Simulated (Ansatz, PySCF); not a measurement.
This Ansatz (an electronic-structure program) input computes a CAM-B3LYP/def2-TZVPD energy:

Ansatz 0.2 input:
```yaml
crystal:
  periodic: [false, false, false]
  atoms:
    - {symbol: C, position_ang: [-0.41242515, 1.13172067, 0.09549684]}
    - {symbol: C, position_ang: [-1.17432082, -0.26707102, -0.02010710]}
    - {symbol: C, position_ang: [0.23743747, -0.10853685, -0.10731364]}
    - {symbol: O, position_ang: [1.36600834, -0.64794088, 0.00404908]}
    - {symbol: H, position_ang: [-0.24098977, 1.64340885, 1.03950987]}
    - {symbol: H, position_ang: [-0.60514458, 1.78075226, -0.75351799]}
    - {symbol: H, position_ang: [-1.76007099, -0.34683833, -0.93084648]}
    - {symbol: H, position_ang: [-1.57583831, -0.80209227, 0.83718457]}
    - {symbol: H, position_ang: [1.34982802, -1.62838038, -0.03317929]}
basis:
  gaussian:
    orbitals: def2-TZVPD
hamiltonian:
  xc: {name: CAM-B3LYP}
total_charge: 1
output: {forces: true}
```

Task: Write an input for the same energy in PySCF and say what it gives.

Result: 
```python
from pyscf import gto, scf, dft

mol = gto.M(
    atom='''
    C    -0.41242515    1.13172067    0.09549684
    C    -1.17432082   -0.26707102   -0.02010710
    C     0.23743747   -0.10853685   -0.10731364
    O     1.36600834   -0.64794088    0.00404908
    H    -0.24098977    1.64340885    1.03950987
    H    -0.60514458    1.78075226   -0.75351799
    H    -1.76007099   -0.34683833   -0.93084648
    H    -1.57583831   -0.80209227    0.83718457
    H     1.34982802   -1.62838038   -0.03317929
    ''',
    basis='def2-tzvpd',
    charge=1,
    spin=0,
    verbose=4,
)

mf = dft.RKS(mol, xc='camb3lyp').density_fit(auxbasis='def2-universal-jkfit')
mf.grids.level = 3
mf.conv_tol = 1e-9
mf.max_cycle = 100
mf.max_memory = 1500
mf.kernel()
if not mf.converged:
    mf = mf.newton()
    mf.kernel(mf.make_rdm1())
mf.analyze()
```
It gives -192.17137 Eh, and Ansatz -192.17128 Eh, a difference of 0.09 mEh, from the treatment of integrals and grids.

It need not be the lowest isomer of its formula.
